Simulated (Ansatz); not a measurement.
Total energies of C2H5B2ClO.

| atom | x (Å) | y (Å) | z (Å) |
| --- | --- | --- | --- |
| O1 | 0.763 | 0.816 | 1.500 |
| C2 | 0.511 | -0.028 | 0.461 |
| Cl3 | -0.884 | -1.695 | -1.203 |
| B4 | -0.524 | -1.080 | 0.525 |
| B5 | -0.718 | 0.217 | -0.785 |
| C6 | 0.831 | 0.506 | -0.878 |
| H7 | 0.334 | 0.478 | 2.293 |
| H8 | -1.188 | -1.498 | 1.413 |
| H9 | -1.702 | 0.860 | -0.925 |
| H10 | 1.419 | -0.118 | -1.544 |
| H11 | 1.158 | 1.542 | -0.857 |

Total charge 0; spin multiplicity 1. The bonds changed during the relaxation, so this is another structure than the one it started from. Geometry: relaxed with PBE0-D4/def2-TZVP. It is one conformer, not always the lowest. Basis def2-TZVPP, Ansatz 0.2.0.

RPA on PBE orbitals: Hartree–Fock energy of these orbitals -662.37405 Eh, correlation -1.57514 Eh (frozen core).

```tsv
functional	energy without D4 (Eh)	D4 term (kJ/mol)
LDA (SPW92)	-661.12329	–
PBE	-663.97661	-26.1
revPBE	-664.28365	-83.6
BLYP	-664.33717	-58.6
r2SCAN	-664.28234	-6.2
B97M-V	-664.31594	–
PBE0	-664.03445	-21.8
B3LYP	-664.44608	-42.3
r2SCANh	-664.27193	-6.6
r2SCAN0	-664.25753	-7.3
HSE06 (plane-wave form)	-664.01512	-20.2
BHLYP	-664.30534	-31.2
CAM-B3LYP	-664.32990	-22.0
LC-ωPBE	-664.16321	–
ωB97X-V	-664.30146	–
ωB97M-V	-664.32374	–
B2PLYP	-664.11972	–
PBE-QIDH	-663.91813	–
```

B3LYP takes the VWN-RPA correlation (the form of Gaussian; ORCA's B3LYP/G). HSE06 is the plane-wave form, built on full-range PBE exchange. The double hybrids freeze the cores in their second-order part.

LC-ωPBE has ω = 0.4 bohr⁻¹.
